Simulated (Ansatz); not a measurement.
Consider the redistribution: `O[SiH2]O[SiH2][SiH3]` + `NC(F)=[Se]` → `F[SiH2]O[SiH2][SiH3]` + `NC(O)=[Se]`.

Calculated with Ansatz (gas phase, PBE0-D4/def2-TZVP geometries, no zero-point term in ΔE). CCSD(T)/CBS is the MP2 limit (def2-TZVPP, def2-QZVPP) plus CCSD(T) − MP2 in def2-TZVPP, frozen cores. For Se outer-core shells are correlated without core-valence functions, which leaves a few kJ/mol of doubt a bond. Scalar relativity is left out up to krypton. Each species was taken in one conformer, which may not be the lowest.

`O[SiH2]O[SiH2][SiH3]`:

Z-matrix (Å, degrees):
```
Si
O 1 1.631
O 1 1.638 2 112.4
H 1 1.482 2 106.2 3 121.6
H 1 1.480 2 109.8 3 -116.3
Si 2 1.645 1 142.5 3 70.5
H 3 0.958 1 118.3 2 71.2
Si 6 2.347 2 111.8 1 27.3
H 6 1.487 2 107.8 1 148.6
H 6 1.489 2 109.3 1 -94.3
H 8 1.488 6 110.8 2 -60.0
H 8 1.489 6 108.9 2 -179.6
H 8 1.488 6 111.0 2 60.9
```

`NC(F)=[Se]`:

```xyz
6

N     0.559   -0.464   -0.205
C    -0.417    0.339    0.201
F    -0.560    0.249    1.520
Se   -1.433    1.407   -0.788
H     1.070   -1.028    0.454
H     0.781   -0.502   -1.183
```

`F[SiH2]O[SiH2][SiH3]`:

Cartesian coordinates in Å:
```
F 1.896 -0.243 -2.318
Si 2.058 -0.046 -0.745
O 0.917 0.963 -0.202
Si -0.676 1.157 0.173
Si -1.669 -0.887 0.756
H 3.382 0.559 -0.501
H 1.902 -1.382 -0.124
H -1.377 1.753 -0.996
H -0.756 2.115 1.307
H -1.007 -1.473 1.952
H -3.106 -0.658 1.064
H -1.565 -1.857 -0.369
```

`NC(O)=[Se]`:

Z-matrix (Å, degrees):
```
N
C 1 1.329
H 1 1.003 2 119.0
H 1 1.006 2 120.6 3 -180.0
O 2 1.331 1 111.8 3 180.0
Se 2 1.805 1 125.4 3 -0.0
H 5 0.967 2 106.3 1 180.0
```

```
               species  HF/def2-TZVPP energy (Eh)
`O[SiH2]O[SiH2][SiH3]`                -1021.43158
          `NC(F)=[Se]`                -2592.83820
`F[SiH2]O[SiH2][SiH3]`                -1045.45359
          `NC(O)=[Se]`                -2568.85464
```

Task: Work out ΔE.

Result: ΔE = (-1045.45359) + (-2568.85464) − (-1021.43158) − (-2592.83820) = -0.03845 Eh = -101.0 kJ/mol. CCSD(T)/CBS gives -91.2 kJ/mol.

Largest T1 diagnostic among the species: 0.015.

In def2-TZVPP, CCSD(T) changes the Hartree–Fock value by +11.6 kJ/mol (the triples alone add +2.4 kJ/mol) and MP2 by +10.0 kJ/mol. From PBE to PBE0 (25 % exact exchange), in def2-TZVPP and without D4, ΔE moves by −5.3 kJ/mol.
